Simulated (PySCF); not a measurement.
Sn(F)2(OH)(OEt) (C₂H₆F₂O₂Sn), SMILES CC[O][Sn]([OH])([F])[F].

The structure is a stationary point at PBE0-D3(BJ)/def2-SVP. The def2 effective core potentials stand for the cores of Sn; spin–orbit coupling is left out. The values are those of a single conformer.

Method: PBE0-D3(BJ)/def2-SVP (PySCF).

Frequencies are harmonic and unscaled.

```csv
mode,ν (cm⁻¹),IR (km/mol),moving atoms (share of kinetic energy)
1,25,0.4,"F 39 %, O 23 %, C 22 %, H 12 %"
2,48,0.9,"H 50 %, C 39 %"
3,74,13.4,"O 35 %, F 26 %, H 21 %, C 14 %"
4,95,50.4,"H 64 %, F 16 %, C 9 %"
5,143,0.6,"F 51 %, O 43 %"
6,173,39.5,"F 36 %, O 31 %, H 19 %, Sn 9 %"
7,184,25.5,"F 43 %, O 31 %, Sn 17 %"
8,189,88.2,"F 40 %, O 35 %, H 13 %, Sn 11 %"
9,232,25.4,"O 36 %, C 19 %, H 18 %, Sn 15 %, F 12 %"
10,269,4.0,"H 77 %, O 11 %, C 9 %"
11,323,8.2,"C 53 %, H 26 %, Sn 15 %"
12,625,5.2,"F 47 %, O 43 %"
13,658,67.8,"F 78 %, Sn 16 %"
14,662,66.4,"F 41 %, O 32 %, Sn 14 %"
15,676,71.7,"O 73 %, Sn 15 %"
16,817,0.9,H 92 %
17,889,64.1,H 92 %
18,939,32.6,"H 44 %, C 30 %, O 26 %"
19,1107,82.9,"C 57 %, H 26 %, O 17 %"
20,1131,149.3,"C 50 %, H 31 %, O 19 %"
21,1170,4.2,"H 61 %, C 36 %"
22,1301,0.3,H 92 %
23,1374,1.6,"H 80 %, C 20 %"
24,1421,42.6,"H 72 %, C 27 %"
25,1449,8.5,H 97 %
26,1474,2.5,H 94 %
27,1505,8.6,"H 92 %, C 8 %"
28,3024,41.0,H 95 %
29,3064,10.6,H 97 %
30,3076,22.3,"H 90 %, C 10 %"
31,3165,10.8,"H 90 %, C 9 %"
32,3171,12.9,"H 90 %, C 10 %"
33,3872,130.3,H 94 %
```
